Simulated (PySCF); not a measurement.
## Telling isomers of C4H5F3OSi apart by NMR

[PySCF 2.14.0 with density-fitted response routines: GFN2-xTB structure; GIAO PBE0/pcSseg-1 shieldings; in vacuum; one averaged value for each set of equivalent atoms; a single conformation; non-relativistic]

δ = σ(ref) − σ, references computed at the same level: TMS for ¹H (σ = 31.72 ppm) and ¹³C (σ = 186.93 ppm). Splittings of carbon signals by F and P are missing where no couplings were computed. Where no couplings were computed, multiplicities follow the n + 1 count of equivalent neighbours, and m marks all less simple cases (inequivalent or close neighbours, rings, F or P nearby). Shifts are as computed. Against solution values, carbons near 30 ppm lie about +3 ppm off and those near 130 ppm about +5 ppm. Of 1309 compounds with measured shifts, 239 miss one by over three times the rms of a fit or turn the order of signals round; such compounds aren't used in these exercises.

(1) Tabulate the signals of `FC(F)=C(F)/C=C\O[SiH3]`, `C=C1[SiH2][C@H]1OC(F)(F)F`, `O=C/C([SiH3])=C\C(F)(F)F` and their relative energies.

(2) What is the quickest way to tell C=C1[SiH2][C@H]1OC(F)(F)F from O=C/C([SiH3])=C\C(F)(F)F?

(3) What is the quickest way to tell FC(F)=C(F)/C=C\O[SiH3] from C=C1[SiH2][C@H]1OC(F)(F)F?

(4) What is the quickest way to tell FC(F)=C(F)/C=C\O[SiH3] from O=C/C([SiH3])=C\C(F)(F)F?

Results:

(1) 
```json
{"SMILES": "FC(F)=C(F)/C=C\\O[SiH3]", "carbon types": "2×C 2×CH", "δC": "166.8, 146.9, 138.5, 102.8", "δH": "6.42 (m, 1H), 5.17 (m, 1H), 5.06 (s, 3H)", "E rel. (kcal/mol)": "12.4"}
{"SMILES": "C=C1[SiH2][C@H]1OC(F)(F)F", "carbon types": "2×C 1×CH 1×CH2", "δC": "142.8, 141.2, 132.0, 58.2", "δH": "7.26 (br s, 1H), 6.96 (br s, 1H), 4.63 (m, 1H), 3.71 (m, 1H), 3.60 (m, 1H)", "E rel. (kcal/mol)": "27.6"}
{"SMILES": "O=C/C([SiH3])=C\\C(F)(F)F", "carbon types": "2×C 2×CH", "δC": "200.0, 157.9, 151.6, 130.5", "δH": "10.58 (s, 1H), 7.36 (m, 1H), 4.14 (s, 3H)", "E rel. (kcal/mol)": "0.0"}
```

Energies are electronic energies at PBE0/pcSseg-1 on these geometries, without zero-point or thermal terms, each for the one conformer computed, which needn't be the lowest.

(2) Both give the same number of carbon signals, but DEPT or the intensities differ. The first has a terminal =CH2 carbon at 142.8 ppm, the second an aldehyde carbonyl carbon (CH) at 200.0 ppm. In the proton spectra the most deshielded non-exchanging signals are 7.26 (br s, 1H) and 10.58 (s, 1H).

(3) Both give the same number of carbon signals, but DEPT or the intensities differ. The first has an alkene carbon bearing oxygen (CH) at 146.9 ppm, the second a terminal =CH2 carbon at 142.8 ppm. Their most deshielded carbons lie at 166.8 and 142.8 ppm. In the proton spectra the most deshielded non-exchanging signals are 6.42 (m, 1H) and 7.26 (br s, 1H).

(4) Both give the same number of carbon signals, with the same numbers of each carbon type, so the positions decide. The first has a β carbon of an enol-ether or enamine type C=C (CH) at 102.8 ppm, the second an aldehyde carbonyl carbon (CH) at 200.0 ppm. Their most deshielded carbons lie at 166.8 and 200.0 ppm. In the proton spectra the most deshielded non-exchanging signals are 6.42 (m, 1H) and 10.58 (s, 1H).
